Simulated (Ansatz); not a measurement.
Cost and result for the atomization energy of ClF2GeHO, SMILES `[OH][Ge]([F])([F])[Cl]` (6 atoms, 5 bonds).

```xyz
6

O    -0.832    0.707    0.905
Ge    0.124   -0.101   -0.296
F     1.786    0.246   -0.088
F     0.011   -1.799   -0.123
Cl   -0.503    0.477   -2.204
H    -0.587    0.471    1.806
```

The species carries charge 0 and has multiplicity 1. Correlated methods include outer-core shells of Ge, which these sets cover unevenly. Scalar relativity is left out up to krypton. All single points use the PBE0-D4/def2-TZVP geometry. It is one conformer, not always the lowest. Program: Ansatz. All runs use 4 threads of an Intel Xeon Platinum 8488C on a shared host. Times are those of one run each, without the atoms' runs, and a repeat can differ threefold. Electronic energies, without spin–orbit coupling; frozen cores. CCSD(T)/CBS adds CCSD(T) − MP2 in def2-TZVPP to the MP2 limit, and its time is that of the two runs behind it. T1 = 0.012. With those shells the extrapolation isn't a true limit. B3LYP takes the VWN-RPA correlation (the form of Gaussian; ORCA's B3LYP/G).

CCSD(T)/CBS is a level of theory with its own doubt, some kJ/mol a heavy atom from the limit and from the frozen cores, so smaller differences don't rank the functionals.

```
                            level  functions  wall time  atomization (kcal/mol)  difference from CCSD(T)/CBS  per bond
             revPBE-D4/def2-TZVPP        197      1.1 s                   506.4                        -13.2      -2.6
               BLYP-D4/def2-TZVPP        197      1.3 s                   510.4                         -9.2      -1.8
              BHLYP-D4/def2-TZVPP        197      2.3 s                   480.0                        -39.6      -7.9
            r2SCANh-D4/def2-TZVPP        197      3.3 s                   510.8                         -8.8      -1.8
                B97M-V/def2-TZVPP        197      3.4 s                   519.1                         -0.5      -0.1
B3LYP-D4/def2-TZVPP (with forces)        197      3.4 s                   504.5                        -15.1      -3.0
              PBE-QIDH/def2-TZVPP        197      3.5 s                   510.2                         -9.4      -1.9
                B2PLYP/def2-TZVPP        197      3.6 s                   507.6                        -12.0      -2.4
                 CCSD(T)/def2-SVP         97      4.1 s                   473.2                        -46.4      -9.3
               ωB97X-V/def2-TZVPP        197      4.7 s                   518.0                         -1.6      -0.3
                   MP2/def2-QZVPP        360       12 s                   541.0                         21.4       4.3
               CCSD(T)/def2-TZVPP        197       67 s                   505.0                        -14.6      -2.9
                CCSD(T)/CBS(def2)          –       79 s                   519.6                          0.0       0.0
```

Leaving LDA and LC-ωPBE aside and taking each functional with its dispersion term where it has one, the values, not all of them listed here, spread over 46.7 kcal/mol, from BHLYP-D4 to PBE-D4. LDA lies +87.4 kcal/mol from PBE without D4, its usual overbinding. In def2-TZVPP, CCSD(T) changes the Hartree–Fock value by +155.8 kcal/mol (the triples alone add +12.0 kcal/mol) and MP2 by +182.9 kcal/mol; breaking electron pairs costs correlation energy, which Hartree–Fock lacks. From BLYP to BHLYP (50 % exact exchange), in def2-TZVPP and without D4, the atomization energy moves by −27.5 kcal/mol: exact exchange takes away binding that semilocal exchange gives to molecules.

For some Ge, Se and Sn compounds the MP2-based and the directly extrapolated limit differ by 10 to 25 kJ/mol.
